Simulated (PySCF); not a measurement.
revPBE on Au- (gold, charge -1), [Xe] 4f14 5d10 6s2, closed-shell 1S. Calculation: PySCF 2.14, in aug-cc-pwCVTZ-PP with ECP60MDF; a scalar-relativistic core potential.

```
cycle= 1 E= -135.862734300448  delta_E= -0.0191  |g|= 0.101  |ddm|= 0.382
cycle= 2 E= -135.851970621654  delta_E= 0.0108  |g|=  0.2  |ddm|= 0.184
cycle= 3 E= -135.865982049638  delta_E= -0.014  |g|= 0.00736  |ddm|= 0.169
cycle= 4 E= -135.866015436639  delta_E= -3.34e-05  |g|= 0.00399  |ddm|= 0.0271
cycle= 5 E= -135.866024699941  delta_E= -9.26e-06  |g|= 6.61e-05  |ddm|= 0.0073
cycle= 6 E= -135.866024704804  delta_E= -4.86e-09  |g|= 3.1e-06  |ddm|= 0.000384
cycle= 7 E= -135.86602470481  delta_E= -6.08e-12  |g|= 3.29e-08  |ddm|= 6.94e-06
converged SCF energy = -135.86602470481  <S^2> = -7.1054274e-15  2S+1 = 1
```

Highest occupied orbital energy: 0.572 eV; ⟨L²⟩ = 0.00; populations by l: s 4.00, p 6.00, d 10.00, f 0.00.

(1) Can this result be used?

Answers

(1) With care. The calculation finished and met its thresholds. Energies and moments cover only the electrons outside the core potential. Spin-orbit coupling, which splits the p, d and f shells strongly at this Z, is absent. At revPBE the highest occupied level has a positive energy, so only the finite basis holds that electron; in a semilocal or global hybrid functional this comes from self-interaction and does not mean that the real anion is unbound.
